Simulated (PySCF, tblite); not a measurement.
Isomers of [C8H14P]+ (charge +1). Calculated harmonic vibrations of the isolated species, GFN2-xTB (tblite), most abundant isotopes, no scaling. Against measured fundamentals such values can be off by several per cent, at times by over 20. Modes of hydrogen on phosphorus can be 10 to 20 % off. One conformer each.

Electronic energies: PBE0/pcSseg-1 single points on the GFN2-xTB geometries (PySCF, gas phase).

| SMILES | electronic energy, lowest = 0 (kcal/mol) |
| --- | --- |
| CCC[PH+]1C=CCC=C1 | 3.1 |
| C=C[PH+](C=C)C1CCC1 | 37.5 |
| CC#C[P@@H+]1[C@@H](C)[C@@H]1CC | 47.9 |
| C=C(C)[P@@H+]1C=C(C)CC1 | 0.0 |
| C#C[PH+]1CCCCCC1 | 31.8 |
| C#CC[P@H+](CC)C1CC1 | 46.9 |

Question: How do GFN2-xTB zero-point energies change the relative energies?

Answer: 
```tsv
SMILES	ZPE (kcal/mol)	of it from modes above 1550 cm⁻¹	electronic (kcal/mol)	with ZPE, lowest = 0 (kcal/mol)	lowest mode (cm⁻¹)	rings
C=C(C)[P@@H+]1C=C(C)CC1	120.7	64.4	0.0	0.0	9	1
CCC[PH+]1C=CCC=C1	121.9	63.8	3.1	4.3	41	1
C#C[PH+]1CCCCCC1	122.8	62.3	31.8	33.8	79	1
C=C[PH+](C=C)C1CCC1	120.6	64.6	37.5	37.4	44	1
C#CC[P@H+](CC)C1CC1	119.7	63.3	46.9	45.9	42	1
CC#C[P@@H+]1[C@@H](C)[C@@H]1CC	120.1	62.8	47.9	47.3	20	1
```

The zero-point energies span 3.1 kcal/mol, from `C#CC[P@H+](CC)C1CC1` to `C#C[PH+]1CCCCCC1`. The order is unchanged.

Question: And how do the electronic energies of GFN2-xTB itself compare?

Answer: `C=C(C)[P@@H+]1C=C(C)CC1` 0.0; `CCC[PH+]1C=CCC=C1` 2.0; `C#C[PH+]1CCCCCC1` 18.9; `C=C[PH+](C=C)C1CCC1` 31.8; `C#CC[P@H+](CC)C1CC1` 36.1; `CC#C[P@@H+]1[C@@H](C)[C@@H]1CC` 40.1 kcal/mol, lowest = 0. Against the energies above, taken from the same isomer `C=C(C)[P@@H+]1C=C(C)CC1`, the largest difference is 12.9 kcal/mol.

Question: What do entropy and thermal enthalpy add at 298.15 K and 1 bar (rigid rotor, harmonic oscillator, one conformer each)?

Answer: 
```tsv
SMILES	point group	symmetry number	S (cal/(mol K))	H − H(0) (kcal/mol)	ZPE + H − H(0) − TS (kcal/mol)
CCC[PH+]1C=CCC=C1	C1	1	100.6	7.17	99.0
C#C[PH+]1CCCCCC1	C1	1	97.8	7.05	100.7
C=C[PH+](C=C)C1CCC1	Cs	1	107.6	7.79	96.3
C#CC[P@H+](CC)C1CC1	C1	1	108.8	8.15	95.4
```

Not tabulated: `C=C(C)[P@@H+]1C=C(C)CC1` (lowest mode only 9 cm⁻¹); `CC#C[P@@H+]1[C@@H](C)[C@@H]1CC` (lowest mode only 20 cm⁻¹).
